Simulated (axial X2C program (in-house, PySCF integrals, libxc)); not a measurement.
**PBr: from the spin-free to the two-component result**

Computed with an in-house all-electron X2C program for linear molecules (integrals from PySCF). Spin-free means the one-electron spin-free X2C Hamiltonian; two-component (2c) means X2C with spin–orbit coupling and atomic mean-field two-electron Coulomb and Gaunt terms, so the difference of the two also holds small scalar two-electron terms. Basis: Br dyall-cv3z [8s9p6d4f1g], P dyall-v3z [8s7p2d1f] (cores contracted in-house); Gaussian nuclei, density fitting, unrestricted open shells. Masses: Br 78.918 u, P 30.974 u.

Spin-free state: M_S = 1, Λ = 0 (beyond evenly filled blocks: π+α, π-α); fragments Br + P.

| level | Re (Å) | ωe (cm⁻¹) | De (eV) | μ (D) |
| --- | --- | --- | --- | --- |
| PBE0 | 2.177 | 440.5 | 3.004 | 0.30 |
| HF | 2.200 | 432.9 | 1.440 | 0.93 |
| CCSD | 2.194 | 429.3 | 2.440 | n/a |
| CCSD(T) | 2.197 | 425.5 | 2.571 | n/a |
| r2SCAN0 | 2.171 | 445.6 | 2.911 | 0.36 |

Correlated methods: 12 electrons correlated (number of frozen shells: Br 3 s, 2 p, 1 d; P 2 s, 1 p), 182 virtual spin orbitals or spinors in MP2, 90 natural virtuals in coupled cluster.

Dipoles are positive if P is the positive end.

Two-component determinant lowest at the distance of the search:

Ω = 1 (⟨Sz⟩ = 1.00, ⟨Lz⟩ = 0.00 at HF); fragments Br + P.

```json
{"level": "PBE0", "Re (Å)": "2.178", "ωe (cm⁻¹)": "439.5", "De (eV)": "2.904", "μ (D)": "0.29"}
{"level": "HF", "Re (Å)": "2.201", "ωe (cm⁻¹)": "432.0", "De (eV)": "1.280", "μ (D)": "0.92"}
{"level": "CCSD", "Re (Å)": "2.195", "ωe (cm⁻¹)": "428.5", "De (eV)": "2.298", "μ (D)": "n/a"}
{"level": "CCSD(T)", "Re (Å)": "2.198", "ωe (cm⁻¹)": "424.7", "De (eV)": "2.430", "μ (D)": "n/a"}
{"level": "r2SCAN0", "Re (Å)": "2.172", "ωe (cm⁻¹)": "444.7", "De (eV)": "n/a", "μ (D)": "0.35"}
```

(1) From the two tables, how do the constants change at the CCSD(T) level (2c against spin-free)?

Occupations by symmetry block were frozen at the best pattern of an incomplete PBE0 search. Dissociation energies refer to the lowest single-determinant-based atoms at the same level and basis. De is not given where an atomic determinant may have missed its ground term or J level, or where the truncated virtual space spoils (T). Density functionals use the spin component along the axis (collinear). Coupled cluster ran in a truncated set of natural virtual spinors; the MP2 energy of the rest was added. (T) has no such correction and the atoms are truncated less, which lowers De at CCSD(T) by a hundredth of an eV or more. PBE0 can misorder states that lie within some tenths of an eV, so this need not be the ground state of the molecule. The nearest other spin-free determinant of the search, M_S = 0, Λ = 2, lies 0.92 eV up at the distance of the search. The functionals have no current-density term, which raises determinants with orbital currents, atoms included. With several unpaired electrons one determinant need not be a pure state. Open-shell Ω = 0 determinants with evenly filled partner blocks cannot be reached by this program, so the Ω shown need not be the lowest component. This is the Ω = 1 component of a π² triplet; the 0⁺ component is not one determinant and can lie lowest. The stretched end of a curve changes character and is left out.

Results:

(1) At the CCSD(T) level Re rises by 0.001 Å and ωe goes down by 0.8 cm⁻¹; De changes by -0.141 eV.
